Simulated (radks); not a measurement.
Problem. These are the eigenvalues of the occupied orbitals of an atom or ion with whole-number occupations (hartree). All-electron calculation, scalar-relativistic Kohn-Sham, r2SCAN, spin-polarised, spherical densities, finite nucleus; meta-GGA in the generalised Kohn-Sham scheme; Fermi nuclear charge, rms radius of each element as measured or else 0.836 A^(1/3) + 0.57 fm. Program: a radial shooting solver on a logarithmic mesh with Libxc functionals.

1s up: -241.8513
1s down: -241.4318
2s up: -46.16975
2s down: -45.51259
2p up: -42.78722
2p down: -41.94745

Which element is it, and in what charge state? The configuration may be excited. Open shells, if any, are filled with parallel spins first.

Solution. Z = 24, chromium, charge +16: Cr16+ in [He] 2s2 2p4. The list shows which subshells hold electrons but not how many an open one holds; the 1s level, -241.85 hartree, gives Z - s = 22.0 by -(Z - s)^2/2, which with screening and relativity narrows Z to a few neighbours, and the depths of the outer levels then fix element, charge and occupations together.
